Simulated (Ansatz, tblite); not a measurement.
Forces on Sn₁₃OH₁₈ at its r2SCAN-D4/def2-SVP geometry. The state is a singlet with charge 0.

In the def2 sets Sn takes a core potential; there is no spin–orbit coupling. The xTB rows come from tblite. Single mean-field runs in def2-TZVP are fitted with def2-universal-jkfit.

GFN2-xTB (tblite), largest force 1.36 eV/Å:

```xyz
32
positions Å, forces eV/Å
Sn   -2.308    2.346   -0.923   -1.311   -0.092    0.354
Sn    4.413   -0.572   -0.283    0.010   -0.465    0.631
Sn    0.947    0.774   -2.028    1.033   -0.001   -0.663
Sn    1.495    2.218    2.255   -0.478    0.181    0.362
Sn   -2.963   -0.208    1.963    0.266    0.146    0.192
Sn    0.162   -1.647   -0.334   -0.031    0.508    0.379
Sn   -3.037   -1.797   -2.867    0.799   -0.036   -0.228
Sn    3.817    1.996    0.705    0.210   -0.348    0.302
Sn   -1.079    2.765    1.585    0.463    0.396   -0.083
Sn   -3.770   -0.060   -0.734   -0.199   -0.598    0.013
Sn    2.682   -2.656    0.461   -0.634   -0.119   -0.126
Sn   -0.295   -2.134   -3.908   -0.281    0.079   -1.261
Sn   -0.091   -0.210    2.453   -0.212   -0.178    0.424
O     0.309   -0.196   -3.610   -0.152   -0.159    0.332
H    -0.792    2.020   -1.822   -0.094    0.399   -0.164
H    -2.725    3.888   -1.578    0.308    0.114   -0.002
H     6.086   -0.792    0.068   -0.057    0.182   -0.271
H     4.310   -0.360   -1.996    0.120    0.137   -0.112
H     1.757    2.729    3.879    0.018   -0.113   -0.303
H    -3.959    0.865    2.884    0.100   -0.372   -0.044
H    -3.219   -1.774    2.652   -0.122    0.349   -0.117
H    -1.070   -2.748    0.206    0.158   -0.290    0.095
H    -4.177   -1.173   -4.024   -0.223   -0.169    0.190
H    -3.842   -3.232   -2.306   -0.331    0.261   -0.025
H     3.686    3.168   -0.546    0.063    0.174    0.063
H     5.024    2.555    1.803   -0.192    0.123   -0.282
H    -2.006    3.401    2.888    0.065   -0.166   -0.009
H    -5.414    0.494   -0.696    0.076    0.282    0.106
H     3.284   -4.044   -0.367    0.172    0.125    0.246
H     2.912   -2.930    2.144    0.192   -0.044   -0.229
H     0.262   -2.577   -2.104    0.194   -0.400    0.609
H    -0.399   -0.110    4.179    0.068    0.095   -0.383
```

PBE-D4/def2-TZVP (Ansatz), largest force 0.24 eV/Å:

```
Sn -0.103 -0.051 0.063
Sn -0.054 -0.034 0.042
Sn 0.237 0.000 0.020
Sn 0.032 0.000 -0.052
Sn 0.041 0.051 -0.046
Sn -0.083 0.053 0.030
Sn 0.105 0.012 0.013
Sn -0.044 -0.064 -0.001
Sn 0.005 -0.003 -0.061
Sn 0.053 -0.078 -0.021
Sn -0.069 0.047 -0.010
Sn 0.022 -0.067 -0.075
Sn 0.085 -0.093 -0.087
O 0.010 0.059 -0.069
H -0.055 0.085 -0.020
H -0.010 0.090 -0.040
H 0.086 0.001 0.016
H -0.007 0.017 -0.087
H 0.022 0.027 0.082
H -0.053 0.049 0.046
H -0.013 -0.082 0.030
H -0.063 -0.049 0.034
H -0.070 0.036 -0.053
H -0.057 -0.071 0.043
H -0.014 0.063 -0.070
H 0.060 0.034 0.051
H -0.055 0.034 0.073
H -0.081 0.045 0.004
H 0.039 -0.074 -0.035
H 0.025 -0.015 0.083
H 0.026 -0.035 0.019
H -0.017 0.013 0.080
```

r2SCAN-D4/def2-TZVP (Ansatz), largest force 0.43 eV/Å:

```
Sn 0.005 0.017 0.013
Sn 0.026 -0.003 -0.020
Sn -0.162 -0.244 -0.312
Sn -0.038 0.009 0.027
Sn -0.032 -0.010 0.022
Sn -0.025 -0.065 0.008
Sn -0.067 -0.010 -0.002
Sn 0.006 0.030 0.007
Sn 0.012 -0.031 0.046
Sn -0.014 0.028 0.008
Sn 0.012 0.000 0.006
Sn 0.099 0.309 0.146
Sn -0.032 0.051 0.057
O 0.031 -0.071 0.283
H -0.027 -0.012 0.021
H 0.034 -0.089 0.031
H -0.093 0.018 -0.022
H 0.010 -0.011 0.091
H -0.012 -0.032 -0.093
H 0.051 -0.062 -0.048
H 0.013 0.086 -0.034
H 0.066 0.074 -0.037
H 0.049 -0.034 0.065
H 0.032 0.077 -0.023
H 0.009 -0.063 0.069
H -0.068 -0.024 -0.064
H 0.052 -0.035 -0.075
H 0.093 -0.022 -0.003
H -0.029 0.072 0.054
H -0.006 0.010 -0.098
H -0.015 0.038 -0.028
H 0.019 -0.001 -0.096
```
